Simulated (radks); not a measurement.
Values are calculated unless marked as measured or tabulated.
Question: The table gives one normalised radial function P(r) = r R(r) of Li2+ in 1s1 (r in bohr). Code: a radial shooting solver on a logarithmic mesh with Libxc functionals. Model: scalar-relativistic Kohn-Sham, BLYP, spin-polarised, spherical densities, point nucleus; open shells are filled with parallel spins first.

r         P
0.01804  0.1792
0.02275  0.2227
0.02846  0.2738
0.0359   0.3376
0.04491  0.4108
0.05664  0.4999
0.07085  0.5989
0.08864  0.7096
0.1118   0.8339
0.1399   0.9577
0.1764   1.0806
0.2207   1.1816
0.2783   1.2512
0.3482   1.2673
0.4356   1.2187
0.5493   1.0932
0.6872   0.9069
0.8667   0.6723
1.084    0.4435
1.367    0.2448
1.711    0.1133

Which n and l does it have? It may be an empty orbital.

Answer: n = 1, l = 0: the number of nodes gives n - l - 1 = 0, the rise at small r (about r^(l+1)) gives l, and the extent must fit the shell. The curve is that of 1s up; the table hardly tells the two spins apart. 1s up: eigenvalue -103.61 eV, 0 radial nodes, <r> = 0.504 bohr, 90 % of the charge inside 0.898 bohr.
